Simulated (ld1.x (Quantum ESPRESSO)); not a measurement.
**Plane-wave convergence, RRKJ potential for Ar (Z = 18)**

* Element: Ar
* Generator: ld1.x (Quantum ESPRESSO) 7.5
* Type: norm-conserving RRKJ (Kleinman–Bylander form)
* Functional: PBE
* Relativity: scalar-relativistic
* Frozen core: [Ne]
* Valence charge: 8
* Reference configuration: 3s2 3p4.5 (charge +1.5)
* Partial waves: 3s (bound): rc 1.00 bohr; 3p (bound): rc 1.35 bohr
* Local potential: all-electron potential smoothed inside 1.05 bohr (lloc = -2)
* Core correction: none

The pseudo-atom Hamiltonian at the reference potential is diagonalised in spherical Bessel functions j_l(qr) that vanish at 20 bohr, with q² up to the cutoff. All-electron valence levels (Ry): 3s -3.1945, 3p -2.1026.

Problem. How do the lowest levels (Ry) of each channel move with the cutoff, and are there ghosts?

Solution.

```json
{"cutoff (Ry)": "8", "s #1": "-2.9462", "s #2": "-0.6703", "p #1": "-1.9078", "p #2": "-0.4502", "d #1": "-0.4615", "f #1": "-0.1443", "Σ f·Δε (mRy)": "1373.4"}
{"cutoff (Ry)": "18", "s #1": "-3.1109", "s #2": "-0.6862", "p #1": "-2.0767", "p #2": "-0.4810", "d #1": "-0.5189", "f #1": "-0.1444", "Σ f·Δε (mRy)": "284.2"}
{"cutoff (Ry)": "30", "s #1": "-3.1789", "s #2": "-0.6950", "p #1": "-2.0813", "p #2": "-0.4815", "d #1": "-0.5326", "f #1": "-0.1444", "Σ f·Δε (mRy)": "127.7"}
{"cutoff (Ry)": "50", "s #1": "-3.1858", "s #2": "-0.6959", "p #1": "-2.0978", "p #2": "-0.4834", "d #1": "-0.5356", "f #1": "-0.1444", "Σ f·Δε (mRy)": "39.6"}
{"cutoff (Ry)": "70", "s #1": "-3.1921", "s #2": "-0.6971", "p #1": "-2.1023", "p #2": "-0.4839", "d #1": "-0.5356", "f #1": "-0.1444", "Σ f·Δε (mRy)": "6.7"}
{"cutoff (Ry)": "110", "s #1": "-3.1944", "s #2": "-0.6975", "p #1": "-2.1026", "p #2": "-0.4840", "d #1": "-0.5356", "f #1": "-0.1444", "Σ f·Δε (mRy)": "0.6"}
{"cutoff (Ry)": "400", "s #1": "-3.1946", "s #2": "-0.6975", "p #1": "-2.1026", "p #2": "-0.4840", "d #1": "-0.5356", "f #1": "-0.1444", "Σ f·Δε (mRy)": "0.0"}
```

Result: no extra level below or beside the all-electron valence levels (s, p, d, f tested); 10 mRy is reached at 70 Ry and 1 mRy at 90 Ry.
